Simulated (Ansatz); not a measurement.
Ideal-gas functions of AuBr (`[Br][Au]`) at 500 K and 1 bar, from an Ansatz frequency run at PBE0-D4/def2-TZVP.

Molar mass 276.87 g/mol, point group C∞v (symmetry number 1), electronic degeneracy 1, moments of inertia 313.976 u Å². Harmonic wavenumbers (cm⁻¹, unscaled): 253.

Use S(trans) = R[1.5 ln M + 2.5 ln T − 1.1517]; rotational temperatures θ = 24.2544 K / I; S(rot) = R[ln(T/σθ) + 1]; for each mode x = 1.438777 ν̃/T, S = R[x/(eˣ − 1) − ln(1 − e⁻ˣ)] and H = RT x/(eˣ − 1); 1 cm⁻¹ = 0.0119627 kJ/mol; R = 8.31446 J/(mol·K).

**Question.** By hand: the entropy, in J/(mol·K).

**Answer.** Translation 189.7. Rotation: θ = 0.0772 K, giving 81.3. Vibration, mode by mode: 11.13, in all 11.1. Electronic 0.0. Sum 282.1 J/(mol·K).

**Question.** By hand: H − E and G − E in kJ/mol, counted from the electronic energy.

**Answer.** Zero-point energy ½ × 253 × 0.0119627 = 1.5; thermal vibration 2.8; translation, rotation and pV give 3.5 RT = 14.6. H − E = 18.9 kJ/mol, and G − E = 18.9 − 500 × 282.1/1000 = -122.1 kJ/mol.

Vibration gives 4 % of the entropy.
